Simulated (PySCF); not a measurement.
All values below come from B3LYP-D3(BJ)/def2-TZVP // PBE-D3(BJ)/def2-SVP (PySCF). All species are isolated molecules in the gas phase. B3LYP has the VWN-RPA correlation part, as in Gaussian. 

Reference species: [Nb(Cl)5] (neutral, multiplicity 1).

```json
{
 "mean_distance_from_the_central_atom_to_its_bonded_neighbours": "2.308 Å",
 "HOMO": "-8.92 eV",
 "LUMO": "-4.61 eV"
}
```

After one change: the mean distance from the central atom to its bonded neighbours drops by 0.360 Å; the HOMO falls by 1.80 eV; the LUMO increases by 0.83 eV.

### Question
Which change was made? The new species is one of these.
A. [Nb(Cl)4(F)]
B. [Nb(Cl)2(F)3]
C. [Nb(Cl)(F)4]
D. [Nb(Cl)3(F)2]

### Answer
C, [Nb(Cl)(F)4]
